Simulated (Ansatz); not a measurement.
Input file for C2H3F2GaSi, SMILES `C#C[Si](F)(F)[GaH2]`:

```yaml
crystal:
  periodic: [false, false, false]
  atoms:
    - {symbol: C, position_ang: [1.331339, -2.155195, -0.327364]}
    - {symbol: C, position_ang: [0.942474, -1.032311, -0.539033]}
    - {symbol: Si, position_ang: [0.221224, 0.633056, -0.672694]}
    - {symbol: F, position_ang: [-0.433602, 0.764466, -2.119253]}
    - {symbol: F, position_ang: [1.417857, 1.684769, -0.643572]}
    - {symbol: Ga, position_ang: [-1.380701, 1.018349, 1.097827]}
    - {symbol: H, position_ang: [1.687092, -3.146129, -0.156685]}
    - {symbol: H, position_ang: [-2.885705, 0.633290, 0.888932]}
    - {symbol: H, position_ang: [-0.899979, 1.599716, 2.471852]}
basis:
  gaussian: {orbitals: def2-SVP}
correlation: {method: ccsd_t}
```

```sh
$ ansatz run in.yaml --threads 4 --pin off --events-out ev --progress --plain --max-ram 10444MiB
```

Log, shortened:

```
Functional definition: HF
1188 factors; integrals over basis functions are off by at most 1.2e-3 eV
mean field evaluation 1: about -67699.4713 eV, gradient 3.8e1 eV
mean field evaluation 2: about -67699.4776 eV, gradient 3.8e1 eV
mean field evaluation 4: about -67702.9077 eV, gradient 3.3e0 eV
mean field evaluation 8: about -67702.9478 eV, gradient 2.0e-4 eV
mean field -67702.94777191 eV, -2488.0374399115 hartree, gradient 1.7e-6 eV, S^2 0.000000; 0 other end points of the search recorded, 0 dependent functions left out
18 core orbitals not correlated: weight in the atoms' cores, before any rotation towards them, 1.000 or more for the frozen orbitals, at most 0.000 for the correlated occupied ones
reference -67702.94777191 eV, -2488.0374399115 hartree; 21, 21 occupied and 82, 82 virtual orbitals, 1188 factors
second order -24.82948856 eV of doubles, -0.00000000 eV of singles
cycle   1  -24.49678333 eV  change    3.3e-1 eV  update   1.3e-1
cycle   2  -25.25617392 eV  change   -7.6e-1 eV  update   4.1e-2
cycle   3  -25.41798488 eV  change   -1.6e-1 eV  update   2.0e-2
cycle   4  -25.41491166 eV  change    3.1e-3 eV  update   5.2e-3
cycle   5  -25.41668587 eV  change   -1.8e-3 eV  update   2.3e-3
cycle   6  -25.41798907 eV  change   -1.3e-3 eV  update   6.5e-4
cycle   7  -25.41827888 eV  change   -2.9e-4 eV  update   2.4e-4
cycle   8  -25.41830231 eV  change   -2.3e-5 eV  update   7.1e-5
cycle   9  -25.41833246 eV  change   -3.0e-5 eV  update   2.9e-5
perturbative correction -0.74050125 eV, -0.0272129188 hartree
Total energy: -67729.10660562 eV, -2488.9987593191 hartree
```

Run time 7 s (4 threads of an Intel Xeon Platinum 8488C on a shared host); peak host memory 0.72 GiB.

MP2 recovers 94.9 % of the CCSD(T) correlation energy and the triples give 2.8 %; T1 = 0.0130.
